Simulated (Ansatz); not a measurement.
`C=CC[TeH]` + `O[SiH3]` → `[SiH3]OC[TeH]` + `C=C`  (substitution at a C–C bond)

Gas-phase electronic energies from Ansatz, PBE0-D4/def2-TZVP geometries. CBS: MP2 limit from def2 TZ/QZ plus the TZ coupled-cluster correction, frozen cores. This one scheme is used for every species. Functionals use def2-TZVPP. def2 core potentials past Kr. For Te outer-core shells are correlated without core-valence functions, which leaves a few kJ/mol of doubt a bond. Each species was taken in one conformer, which may not be the lowest.

```csv
level,ΔE (kJ/mol)
ωB97X-V,60.2
B2PLYP,64.0
CCSD/def2-TZVPP,65.8
MP2/def2-QZVPP,74.5
```

**Question.** What does CCSD(T)/CBS give? (Best estimate.)

**Answer.** Ansatz gave: +66.1 kJ/mol. The listed levels differ from it by -5.9, -2.1, -0.3, 8.4 kJ/mol.

Largest T1 diagnostic among the species: 0.012.

In def2-TZVPP, CCSD(T) changes the Hartree–Fock value by +3.2 kJ/mol (the triples alone add −0.5 kJ/mol) and MP2 by +12.0 kJ/mol. From PBE to PBE0 (25 % exact exchange), in def2-TZVPP and without D4, ΔE moves by +4.3 kJ/mol.
